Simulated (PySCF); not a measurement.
# Reading the logs of faulty runs: AlB2FH4

These are calculations, not measurements. They come from PySCF 2.14.0, an open-source quantum chemistry program, on an isolated molecule that a program drew, which may never have been made. The molecule is AlB2FH4 (charge 0, singlet), drawn as the SMILES string `[BH2][Al]([BH2])[F]`.

Each row is a Hartree-Fock (HF) and frozen-core CCSD(T) single point in the cc-pV(D+d)Z basis, meant for a local HF minimum. Run 1 is clean. Each other run has one planted mistake out of seven kinds, and not every kind appears here: one electron removed, one electron added, multiplicity raised by two, geometry at a saddle point, minimal basis STO-3G, one bond length entered in bohr, all coordinates scaled. The reference is restricted for singlets and unrestricted otherwise, and also for a bond in bohr. Adding or removing an electron swaps singlet and doublet. Electrons count all cores. HOMO and LUMO are orbital energies over both spins, the gradient is its largest component, and the lowest frequency (negative if imaginary) is given only where the gradient is small. Bond lengths are over the 7 bonds as drawn. T1 is the CCSD diagnostic: over 0.02 (restricted) or 0.045 (unrestricted) a single reference is doubtful.

Geometry of the clean run:
```xyz
8
AlB2FH4, angstrom
B     2.0975   -0.6990   -0.0095
Al    0.1038   -1.4905   -0.1673
B    -1.4969   -0.9208   -1.4862
F    -0.2543   -2.7329    0.8907
H     3.0193   -1.1341   -0.6506
H     2.3747    0.2169    0.7214
H    -1.6535   -1.4242   -2.5689
H    -2.3000   -0.0702   -1.2008
```

```
run,electrons,basis functions,<S^2>,HOMO (eV),LUMO (eV),gradient (hartree/bohr),lowest frequency (cm^-1),mean bond (Å),longest bond (Å),T1,HF (hartree),CCSD(T) (hartree),mistake
1,36,85,0.000,-9.78,0.67,1.7e-05,129,1.5413,2.151,0.0130,-393.05810,-393.51872,no fault
2,36,85,0.676,-9.19,0.36,2.0e-02,-,1.6944,2.276,0.0599,-392.94405,-393.40393,one bond length entered in bohr
3,36,28,0.000,-7.11,6.71,2.8e-02,-,1.5413,2.151,0.0143,-388.08570,-388.23533,minimal basis STO-3G
4,36,85,0.000,-9.80,0.71,6.3e-02,-,1.4365,2.005,0.0120,-393.02478,-393.48108,?
```

**Which mistake was planted in run 4, and what did it cost?**

The mean and the longest bond both change by the same factor, 0.932, and the gradient is no longer small. So the mistake is: all coordinates scaled. Subtracting run 1 and multiplying by 627.51 kcal/mol a hartree, the energy moved by 20.9 kcal/mol in HF and 23.6 kcal/mol in CCSD(T).

Cautions from the logs. Run 2: T1 is over the limit, so its CCSD(T) energy is less reliable.
